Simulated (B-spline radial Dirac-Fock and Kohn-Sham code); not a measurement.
**Binding energies of Zr in different valence configurations**

The computed values come from a radial finite-basis atomic code: Dirac-Fock ΔSCF + Breit + QED. The model has no electron correlation.

Reference: the tabulated ground configuration [Kr] 4d2 5s2, with 1s 18006.0 eV, 2s 2546.8 eV, 2p1/2 2317.1 eV, 3p3/2 342.6 eV, 3d5/2 188.5 eV, 4p3/2 37.33 eV, Kα1 15773.4 eV, Kβ1 17663.4 eV, Lα1 2044.0 eV.

Problem. One of these configurations gives the following shifts from the reference, in eV: average energy +2.02, 1s +1.14, 2s +1.12, 2p1/2 +1.16, 3p3/2 +1.17, 3d5/2 +1.17, 4p3/2 +1.15, Kα1 -0.02, Kβ1 -0.03, Lα1 -0.01. Which?
A. [Kr] 4d1 5s2 5p1
B. [Kr] 4d2 5s1 5p1
C. [Kr] 4d3 5s1
D. [Kr] 4d4

Solution. B. The others give [Kr] 4d1 5s2 5p1: 1s +4.88; [Kr] 4d4: 1s -5.76; [Kr] 4d3 5s1: 1s -3.29.
